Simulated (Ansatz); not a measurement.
`CCC(C)Br` and `CCCC(C)CC` differ in one atom or group.

Ansatz, PBE0-D4/def2-TZVP geometries, multiplicity 1. Each molecule was computed in one conformer, which needn't be the lowest.

Scalar relativity is left out up to krypton.

```csv
property,`CCC(C)Br`
HOMO–LUMO gap (PBE/def2-TZVPP) / eV,5.59
LUMO energy (PBE/def2-TZVPP) / eV,-0.87
HOMO–LUMO gap (B3LYP/def2-TZVPP) / eV,7.39
LUMO energy (PBE0/def2-TZVPP) / eV,0.18
HOMO energy (ωB97M-V/def2-TZVPP) / eV,-10.02
HOMO energy (PBE0/def2-TZVPP) / eV,-7.74
```

Give the same properties after the change, and the shifts. (An estimate is asked.)

Computed: 
```json
{"property": "HOMO–LUMO gap (PBE/def2-TZVPP) / eV", "`CCCC(C)CC`": "7.61", "shift": "2.02"}
{"property": "LUMO energy (PBE/def2-TZVPP) / eV", "`CCCC(C)CC`": "0.42", "shift": "1.29"}
{"property": "HOMO–LUMO gap (B3LYP/def2-TZVPP) / eV", "`CCCC(C)CC`": "9.21", "shift": "1.82"}
{"property": "LUMO energy (PBE0/def2-TZVPP) / eV", "`CCCC(C)CC`": "1.21", "shift": "1.03"}
{"property": "HOMO energy (ωB97M-V/def2-TZVPP) / eV", "`CCCC(C)CC`": "-10.80", "shift": "-0.78"}
{"property": "HOMO energy (PBE0/def2-TZVPP) / eV", "`CCCC(C)CC`": "-8.52", "shift": "-0.78"}
```

With PBE0 the HOMO falls by 0.78 eV and the LUMO rises by 1.03 eV, so the gap widens by about 1.81 eV. PBE moves the HOMO by -0.73 eV and ωB97M-V by -0.78 eV.

B3LYP here is the variant with VWN-RPA as its local correlation; programs differ in this.

Spin–orbit coupling is left out; it splits and shifts lone-pair levels of the heavy atoms by tenths of an eV.
